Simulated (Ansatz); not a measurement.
Sn21H31Br, a nanocrystal cut from the lattice of tin (1 of the caps Br), 53 atoms. Hardware: 10 threads of AMD EPYC 7R13 on a shared host and a whole NVIDIA H100 80GB HBM3.

In the def2 sets Sn takes a core potential; there is no spin–orbit coupling. Correlated methods freeze 93 core orbitals; core or outer-core shells of Sn, Br are correlated, in sets that lack core-valence functions. Single mean-field runs in def2-SVP, def2-TZVP are fitted with def2-universal-jkfit.

(1) How many basis functions does each of these Ansatz runs have, and roughly what does it cost? PBE0-D4/def2-TZVP, charge 0 singlet, energy and forces, from earlier orbitals; r2SCAN-D4/def2-SVP, charge 0 singlet, relaxation, 12 steps; PBE-D4/def2-TZVP, charge -1 doublet at the geometry of the charge 0 singlet, energy, from earlier orbitals; PBE0-D4/def2-SVP, charge 0 singlet, energy, from earlier orbitals; RPA@PBE/def2-SVP, charge 0 singlet, energy, from earlier orbitals; PBE-D4/def2-TZVP, charge 0 triplet at the geometry of the charge 0 singlet, energy, from earlier orbitals; BHLYP-D4/def2-TZVP, charge 0 singlet, energy, from earlier orbitals; BHLYP-D4/def2-TZVP, charge 1 doublet at the geometry of the charge 0 singlet, energy, from earlier orbitals; PBE-D4/def2-SVP, charge 0 singlet, energy, from earlier orbitals; PBE-D4/def2-TZVP, charge 1 doublet at the geometry of the charge 0 singlet, energy, from earlier orbitals; PBE-D4/def2-TZVP, charge 0 singlet, energy and forces, from earlier orbitals; BHLYP-D4/def2-TZVP, charge -1 doublet at the geometry of the charge 0 singlet, energy, from earlier orbitals.

## Answers

(1) Other jobs shared the machine, so times can vary by a factor of up to 3.

```json
{"run": "PBE-D4/def2-SVP, charge 0 singlet, energy, from earlier orbitals", "functions": "733", "fitting or Cholesky vectors": "5402", "wall time": "4.5 s", "peak host memory (GiB)": "1.4"}
{"run": "PBE0-D4/def2-SVP, charge 0 singlet, energy, from earlier orbitals", "functions": "733", "fitting or Cholesky vectors": "5402", "wall time": "6.5 s", "peak host memory (GiB)": "1.4"}
{"run": "PBE-D4/def2-TZVP, charge 0 singlet, energy and forces, from earlier orbitals", "functions": "1284", "fitting or Cholesky vectors": "5402", "wall time": "10 s", "peak host memory (GiB)": "1.8"}
{"run": "BHLYP-D4/def2-TZVP, charge 0 singlet, energy, from earlier orbitals", "functions": "1284", "fitting or Cholesky vectors": "5402", "wall time": "12 s", "peak host memory (GiB)": "1.6"}
{"run": "PBE-D4/def2-TZVP, charge -1 doublet at the geometry of the charge 0 singlet, energy, from earlier orbitals", "functions": "1284", "fitting or Cholesky vectors": "5402", "wall time": "14 s", "peak host memory (GiB)": "1.9"}
{"run": "PBE0-D4/def2-TZVP, charge 0 singlet, energy and forces, from earlier orbitals", "functions": "1284", "fitting or Cholesky vectors": "5402", "wall time": "17 s", "peak host memory (GiB)": "6"}
{"run": "PBE-D4/def2-TZVP, charge 1 doublet at the geometry of the charge 0 singlet, energy, from earlier orbitals", "functions": "1284", "fitting or Cholesky vectors": "5402", "wall time": "19 s", "peak host memory (GiB)": "2.3"}
{"run": "RPA@PBE/def2-SVP, charge 0 singlet, energy, from earlier orbitals", "functions": "733", "fitting or Cholesky vectors": "9067", "wall time": "20 s", "peak host memory (GiB)": "7.6"}
{"run": "PBE-D4/def2-TZVP, charge 0 triplet at the geometry of the charge 0 singlet, energy, from earlier orbitals", "functions": "1284", "fitting or Cholesky vectors": "5402", "wall time": "23 s", "peak host memory (GiB)": "2.3"}
{"run": "BHLYP-D4/def2-TZVP, charge -1 doublet at the geometry of the charge 0 singlet, energy, from earlier orbitals", "functions": "1284", "fitting or Cholesky vectors": "5402", "wall time": "35 s", "peak host memory (GiB)": "2.4"}
{"run": "BHLYP-D4/def2-TZVP, charge 1 doublet at the geometry of the charge 0 singlet, energy, from earlier orbitals", "functions": "1284", "fitting or Cholesky vectors": "5402", "wall time": "49 s", "peak host memory (GiB)": "2.4"}
{"run": "r2SCAN-D4/def2-SVP, charge 0 singlet, relaxation, 12 steps", "functions": "733", "fitting or Cholesky vectors": "5402", "wall time": "57 s", "peak host memory (GiB)": "1.6"}
```
